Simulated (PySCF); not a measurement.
Nitrosobenzene, C6H5NO.
Numbering: `[O:1]=[N:2][c:3]1[cH:4][cH:5][cH:6][cH:7][cH:8]1` (hydrogens: H9 on C4; H10 on C5; H11 on C6; H12 on C7; H13 on C8)

All values: wB97X-D/pcSseg-2 (PySCF, non-relativistic), on one gas-phase PBE0-D3(BJ)/def2-TZVP geometry that isn't relaxed in the solvent. The solvent is an IEF-PCM continuum (cavity from Bondi-type radii × 1.2). Specific hydrogen bonds and non-electrostatic terms are outside this model.

Gas phase at wB97X-D/pcSseg-2: HOMO -8.54 eV, LUMO -1.04 eV, dipole 3.69 D.

Q: What does the continuum do to the energy, the frontier levels and the dipole at wB97X-D/pcSseg-2 in chloroform?

A: 
| solvent | ε | E(solvent) − E(gas) (kJ/mol) | polarisation term (kJ/mol) | distortion of the solute (kJ/mol) | HOMO (eV) | LUMO (eV) | dipole (D) |
| --- | --- | --- | --- | --- | --- | --- | --- |
| chloroform | 4.711 | -14.51 | -16.65 | 2.14 | -8.70 | -1.11 | 4.62 |

The polarisation term is half the interaction of the solute with the surface charges that it induces; the rest is the cost of distorting the solute's density. The sum is the electrostatic part of solvation alone.

Q: Which radius a makes the point-dipole formula ΔE = −[(ε − 1)/(2ε + 1)]·μ²/a³ give the value in chloroform, with the gas-phase dipole?

A: μ = 1.452 au and |ΔE| = 0.00553 Eh give a = 2.72 Å; the farthest nucleus lies 3.23 Å from the centroid of the nuclei, so such a sphere wouldn't even hold the nuclei. The formula assumes a rigid point dipole at the centre of a sphere.

The values belong to the conformer `[O:1]=[N:2][c:3]1[cH:4][cH:5][cH:6][cH:7][cH:8]1`: O1–N2–C3–C4 180°.

Note: wB97X-D ran without an empirical dispersion term, which enters the total energy and its gradient alone.
